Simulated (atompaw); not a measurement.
# What one change does to a pseudopotential (titanium, PAW (atompaw))

atompaw 4.2.0.5 input, output lines left out:

```
Ti 22
GGA-PBESOL scalarrelativistic loggrid 1500 logderivrange -5 5 251
4 4 3 0 0 0
4 0 1.75
4 1 0
3 2 2
0 0 0
c
c
c
v
c
v
v
v
2
2.45 2.05 2.20 1.45
y
3.4
n
n
y
1.15
n
custom polynom vanderbiltortho besselshape
3 0 ultrasoft
2.45
2.45
1.40
2.45
2.45
2.45
```

All-electron outer shells of the reference configuration (PBEsol, scalar-relativistic, ld1.x):

```json
{"shell": "2p", "level (eV)": "-445.59", "outermost node (bohr)": "–", "outermost maximum (bohr)": "0.22"}
{"shell": "3s", "level (eV)": "-64.14", "outermost node (bohr)": "0.40", "outermost maximum (bohr)": "0.87"}
{"shell": "3p", "level (eV)": "-40.46", "outermost node (bohr)": "0.37", "outermost maximum (bohr)": "0.90"}
{"shell": "3d", "level (eV)": "-5.93", "outermost node (bohr)": "–", "outermost maximum (bohr)": "0.98"}
{"shell": "4s", "level (eV)": "-5.88", "outermost node (bohr)": "1.24", "outermost maximum (bohr)": "2.88"}
{"shell": "4p", "level (eV)": "-2.65", "outermost node (bohr)": "1.38", "outermost maximum (bohr)": "3.66"}
```

Change: augmentation besselshape compensation charge, radius 2.05 bohr; PAW radius 2.45 bohr; waves and projectors: custom rrkj vanderbiltortho.

Cutoffs: the cutoffs (Ry, on a coarse ladder) from which the occupation-weighted sum of valence levels, in a spherical-Bessel basis at the reference potential, stays within 10 and 1 mRy of its value at 400 Ry; they do not see the model core or the augmentation charge, which bear on the density cutoff.

Problem. What does the change do?

Solution. The potential gets neither clearly harder nor softer (35 Ry and 70 Ry → 40 Ry and 70 Ry); the bound ghost in s disappears; the range in which the s phases agree narrows (upper end at the end of the scan → 2.8); the range in which the p phases agree narrows (upper end 4.9 → 3.0).

```csv
quantity,base,changed
"cutoff, loose",35 Ry,40 Ry
"cutoff, tight",70 Ry,70 Ry
loose cutoff by channel (10 mRy a level),"s 6 Ry, p 30 Ry, d 12 Ry","s 6 Ry, p 35 Ry, d 15 Ry"
bound ghosts,s,none
s: phases at 2.46 bohr within 0.05 rad from the reference energy up to (Ry; the scan ends near 5),to the end of the scan,2.8
p: phases at 2.46 bohr within 0.05 rad from the reference energy up to (Ry; the scan ends near 5),4.9,3.0
d: phases at 2.46 bohr within 0.05 rad from the reference energy up to (Ry; the scan ends near 5),2.2,1.8
lowest overlap eigenvalue by channel,"s 0.11, p 0.53, d 0.93","s 0.85, p 0.51, d 0.89"
```

 A true bound ghost makes a file unfit for plane-wave use even where its test errors are small: the radial tests pick states by their node count and pass the ghost by. The cutoffs see the waves, projectors and local potential, not the compensation charge or the core.
